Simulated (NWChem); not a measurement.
System: CH3BeFO; SMILES [O](C)[Be][F]

```xyz
7

Be    -0.0028    -0.8414     0.0013
F      0.0001    -2.2414     0.0006
O     -0.0069     0.5514     0.0007
C      0.0065     1.9331    -0.0015
H     -0.7139     2.3464     0.7406
H      1.0156     2.3298     0.2535
H     -0.2712     2.3391    -1.0009
```
Atoms are numbered in this order, from 1.

Level: PBE-D3(BJ)/def2-SVP (NWChem), optimised geometry, unscaled harmonic frequencies. 

| frequency (cm⁻¹) | IR intensity (km/mol) |
|---|---|
| 44 | 4.1 |
| 44 | 4.1 |
| 352 | 96.8 |
| 352 | 96.9 |
| 597 | 6.0 |
| 1151 | 0.0 |
| 1151 | 0.0 |
| 1205 | 27.8 |
| 1423 | 2.0 |
| 1423 | 1.9 |
| 1426 | 102.3 |
| 1710 | 597.3 |
| 2919 | 98.4 |
| 2995 | 40.3 |
| 2996 | 40.2 |

```json
{
 "zero_point_energy": "28.3 kcal/mol",
 "thermal correction to the enthalpy at 298.15 K (with zero-point energy)": "32.3 kcal/mol",
 "heat capacity Cv": "15.1 cal/(mol K)",
 "entropy at 298.15 K and 1 atm (symmetry number 3)": "72.0 cal/(mol K)",
 "dipole_moment": "2.33 D"
}
```

Rigid rotor and harmonic oscillator; modes under 100 cm⁻¹ make the entropy uncertain.
